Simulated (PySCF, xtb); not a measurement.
In(NHMe)(OH)2 (CH6InNO2), SMILES C[NH][In]([OH])[OH].

xtb with GFN2-xTB at its own geometry gives an orbital gap of 2.30 eV and a dipole moment of 2.74 D.

Geometry: B3LYP-D3(BJ)/def2-SVP. The structure was generated by enumeration; whether it is a known compound was not checked. The def2 effective core potentials stand for the cores of In; spin–orbit coupling is left out. Other conformers were not sampled.

Q: What does PBE/def2-TZVP (PySCF) give? (The exact figures need the calculation; the answer reports its results.)

A: gap 2.93 eV (levels -5.39 and -2.46 eV), dipole 2.38 D.
